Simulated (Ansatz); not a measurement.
`C=[CH][AlH][CH3]` + `FC1C=C1` → `C=[CH][AlH][F]` + `CC1C=C1`  (formal exchange of groups at the Al–C bond)

Computed with Ansatz on PBE0-D4/def2-TZVP structures; ΔE is electronic, products minus reactants. CCSD(T)/CBS is the MP2 limit (def2-TZVPP, def2-QZVPP) plus CCSD(T) − MP2 in def2-TZVPP, frozen cores. DFT in def2-TZVPP. B3LYP here is the variant with VWN-RPA as its local correlation; programs differ in this. HSE06 is defined as in plane-wave codes. Each species was taken in one conformer, which may not be the lowest.

`C=[CH][AlH][CH3]`:

Z-matrix (Å, degrees):
```
C
Al 1 1.954
H 1 1.092 2 112.4
H 1 1.095 2 111.3 3 -120.9
H 1 1.095 2 111.2 3 120.7
C 2 1.945 1 118.6 3 179.2
H 2 1.592 1 121.6 3 -0.8
C 6 1.336 2 120.8 1 -0.1
H 6 1.091 2 122.8 1 179.9
H 8 1.089 6 121.8 2 -0.0
H 8 1.089 6 123.1 2 180.0
```

`FC1C=C1`:

Z-matrix (Å, degrees):
```
C
C 1 1.459
C 1 1.459 2 52.9
F 1 1.387 2 118.4 3 105.6
H 1 1.087 2 124.9 3 -110.3
H 2 1.077 1 147.0 3 -177.4
H 3 1.077 1 147.0 2 177.4
```

`C=[CH][AlH][F]`:

Cartesian coordinates in Å:
```
C -0.732 0.999 0.620
C 0.090 -0.050 0.705
Al 0.634 -0.903 -0.934
F 1.653 -2.203 -0.903
H -1.092 1.371 -0.338
H -1.091 1.543 1.491
H 0.406 -0.362 1.699
H 0.132 -0.393 -2.340
```

`CC1C=C1`:

Z-matrix (Å, degrees):
```
C
C 1 1.509
H 1 1.094 2 111.2
H 1 1.094 2 111.2 3 119.7
H 1 1.093 2 110.8 3 -120.2
C 2 1.498 1 121.9 3 150.6
C 2 1.498 1 121.9 3 89.7
H 2 1.093 1 113.3 3 -59.8
H 6 1.077 2 146.1 1 71.6
H 7 1.077 2 146.1 1 -71.6
```

```tsv
level	ΔE (kJ/mol)	difference from CCSD(T)/CBS
LDA (SPW92)	-188.2	22.6
PBE-D4	-189.3	21.5
revPBE-D4	-190.9	19.9
BLYP-D4	-196.4	14.4
r2SCAN-D4	-196.0	14.8
B97M-V	-196.8	14.0
B3LYP-D4	-199.5	11.3
r2SCAN0-D4	-199.5	11.3
HSE06-D4	-193.5	17.3
BHLYP-D4	-204.2	6.6
ωB97X-V	-197.0	13.8
ωB97M-V	-198.3	12.5
B2PLYP	-206.8	4.0
PBE-QIDH	-205.7	5.1
PBE	-189.2	21.6
revPBE	-188.4	22.4
BLYP	-195.7	15.1
r2SCAN	-196.0	14.8
PBE0	-194.0	16.8
B3LYP	-199.3	11.5
r2SCANh	-197.5	13.3
r2SCAN0	-199.6	11.2
HSE06	-193.6	17.2
BHLYP	-204.8	6.0
CAM-B3LYP	-200.9	9.9
LC-ωPBE	-197.5	13.3
RPA@PBE/def2-TZVPP	-204.3	6.5
MP2/def2-SVP	-222.3	-11.5
CCSD/def2-SVP	-214.7	-3.9
HF/def2-TZVPP	-206.2	4.6
MP2/def2-TZVPP	-218.4	-7.6
SCS-MP2/def2-TZVPP	-216.1	-5.3
CCSD/def2-TZVPP	-210.0	0.8
CCSD(T)/def2-TZVPP	-209.0	1.8
HF/def2-QZVPP	-208.2	2.6
MP2/def2-QZVPP	-220.1	-9.3
SCS-MP2/def2-QZVPP	-218.0	-7.2
HF/CBS(def2)	-208.5	2.3
MP2/CBS(def2)	-220.2	-9.4
CCSD/CBS(def2)	-211.8	-1.0
CCSD(T)/CBS	-210.8	0
```

Largest T1 diagnostic among the species: 0.012.

From r2SCAN to r2SCAN0 (25 % exact exchange), in def2-TZVPP and without D4, ΔE moves by −3.5 kJ/mol. Leaving LDA and LC-ωPBE aside and taking each functional with its dispersion term where it has one, the values spread over 17.6 kJ/mol, from B2PLYP to PBE-D4. At CCSD(T), def2-SVP lies −3.2 kJ/mol from the extrapolated value and def2-TZVPP +1.8 kJ/mol.
